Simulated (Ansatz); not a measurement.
This singlet lies 1.55 eV below the relaxed triplet at the level composite: frozen-core CCSD(T) with HF/cc-pVQZ and the correlation energy extrapolated as X^-3 from cc-pVTZ and cc-pVQZ, plus CCSDT(Q) minus CCSD(T) in cc-pVDZ // PBE0-D3(BJ)/def2-TZVP (Ansatz, an electronic-structure program).

A geometry relaxed with PBE0-D3(BJ)/def2-TZVP in Ansatz, charge 0, multiplicity 1:

```xyz
5

C      0.7813    -0.5591     0.0207
H      1.4915     0.2905    -0.0134
H     -1.2210    -0.6460     0.0269
H     -0.6397     0.9534    -0.0362
N     -0.4121    -0.0388     0.0021
```

Task: Write the SMILES of this molecule.

Result: `[CH]N`
